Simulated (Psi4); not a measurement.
O3W, triplet, geometry from GFN2-xTB (such geometries of metal compounds can be far from the true shape) (the multiplicity is a formal guess) (core potentials on W), with bond 4-1 at 1.3 times its length. Base run: HF/def2-SV(P) run with Psi4.

Here is a job for Psi4.
```
memory 2 GB

molecule {
0 3
W    -0.00000000   -0.00000000   -0.00000000
O     1.53904904   -0.32151783   -0.68643171
O    -0.49796156   -0.83029806    1.41628866
O    -1.35341372    1.49736066   -0.94881403
}

set {
  basis def2-sv(p)
  reference uhf
}

energy('scf')
print_variables()
```

Variants of this job, named by their change:

```json
[
 {"change": "base", "ΔE vs base (mEh)": "0.000", "SCF cycles": "16", "basis functions": "67", "outcome": "converged"},
 {"change": "puream = false", "ΔE vs base (mEh)": "-72.592", "SCF cycles": "25", "basis functions": "72", "outcome": "converged"},
 {"change": "d_convergence = 1e-4", "ΔE vs base (mEh)": "0.000", "SCF cycles": "14", "basis functions": "67", "outcome": "converged"},
 {"change": "cholesky_tolerance = 1e-6 (with scf_type cd)", "ΔE vs base (mEh)": "52.380", "SCF cycles": "18", "basis functions": "67", "outcome": "converged"},
 {"change": "guess = huckel", "ΔE vs base (mEh)": "0.000", "SCF cycles": "20", "basis functions": "67", "outcome": "converged"},
 {"change": "basis_guess = true", "ΔE vs base (mEh)": "-", "SCF cycles": "-", "basis functions": "-", "outcome": "input refused"},
 {"change": "scf_initial_accelerator = ediis", "ΔE vs base (mEh)": "0.000", "SCF cycles": "16", "basis functions": "67", "outcome": "converged"},
 {"change": "puream = true", "ΔE vs base (mEh)": "0.000", "SCF cycles": "16", "basis functions": "67", "outcome": "converged"},
 {"change": "guess = sap", "ΔE vs base (mEh)": "-", "SCF cycles": "-", "basis functions": "67", "outcome": "stopped with an error"},
 {"change": "df_basis_scf = def2-universal-jkfit", "ΔE vs base (mEh)": "0.000", "SCF cycles": "16", "basis functions": "67", "outcome": "converged"},
 {"change": "df_basis_scf = cc-pvqz-jkfit", "ΔE vs base (mEh)": "-", "SCF cycles": "-", "basis functions": "67", "outcome": "input refused"},
 {"change": "scf_type = dfdirj+cosx", "ΔE vs base (mEh)": "-0.543", "SCF cycles": "17", "basis functions": "67", "outcome": "converged"},
 {"change": "ints_tolerance = 1e-8", "ΔE vs base (mEh)": "0.000", "SCF cycles": "16", "basis functions": "67", "outcome": "converged"}
]
```

Open shells are given as the SCF converged; they aren't shown to be the lowest states, and a large step between rows can be another state.

- basis_guess = true: ended with `psi4.driver.qcdb.exceptions.BasisSetNotFound: BasisSet::construct: Unable to find a basis set for atom 1 for key BASIS among:`
- guess = sap: ended with `Exception: ADIIS minimization failed. File a bug, and include your entire input and output files.`
- df_basis_scf = cc-pvqz-jkfit: ended with `psi4.driver.qcdb.exceptions.BasisSetNotFound: BasisSet::construct: Unable to find a basis set for atom 1 for key JKFIT among:`
